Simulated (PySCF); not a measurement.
# Ar¹⁴⁺: ionisation energy

Ar¹⁴⁺ [He] 2s2 (1S) → Ar¹⁵⁺ [He] 2s1 (2S), as a difference of total energies. Computed with PySCF 2.14 in an uncontracted even-tempered set (19 s from 2.4 bohr⁻², ratio 2.2; 9 p from 3.8 bohr⁻², ratio 2.4; 6 d from 11 bohr⁻², ratio 2.4; 5 f from 17 bohr⁻², ratio 2.4; 4 g from 26 bohr⁻², ratio 2.4), with the spin-free X2C one-electron Hamiltonian (Gaussian nucleus). Correlated levels: nothing frozen; virtual orbitals above 40 to 60 times the deepest correlated orbital energy dropped. The calculations carry no spin-orbit coupling.

```tsv
method	ionisation energy (eV)
UHF	850.09
LDA	850.51
PBE	852.68
PBE0	852.37
r2SCAN	850.48
B97-3	852.41
BLYP	852.37
MP2 (all electrons)	853.53
SCS-MP2 (all electrons)	854.18
```

Which method comes closest to the reference value, and which is furthest?

The reference is 855.5 ± 0.3 eV (semi-empirical (NIST evaluation); NIST Atomic Spectra Database, ionization energies). Closest: SCS-MP2 (all electrons) (error -1.320 eV); furthest: UHF (error -5.410 eV).
